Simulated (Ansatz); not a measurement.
(H2Ga-mu-F)2 (Ga₂H₄F₂) was relaxed with PBE0-D4 (def2-SVP) in Ansatz in these states: charge +1 doublet, neutral singlet. The geometries follow in no particular order.

A:

```xyz
8

Ga   -1.155    0.889    0.364
H    -2.511    0.341   -0.162
H    -0.714    2.138    1.176
F    -0.152   -0.628    1.053
Ga    1.155   -0.889   -0.364
H     2.514   -0.345    0.159
H     0.708   -2.136   -1.176
F     0.155    0.631   -1.051
```

B:

```xyz
8

Ga   -0.244   -1.169   -0.387
H     0.179   -2.204   -1.601
H    -1.153   -2.476    0.045
F     0.945   -0.349    0.708
Ga    0.348    1.669    0.554
H    -0.509    1.831    1.820
H     1.350    2.205   -0.481
F    -0.916    0.493   -0.658
```

Task: Judge from the bond lengths which geometry belongs to which state (an estimate).

Result: A is the neutral singlet (F4–Ga5 1.944 Å, Ga5–F8 1.945 Å, Ga1–F4 1.945 Å); B is the charge +1 doublet (F4–Ga5 2.110 Å, Ga5–F8 2.110 Å, Ga1–F4 1.812 Å).
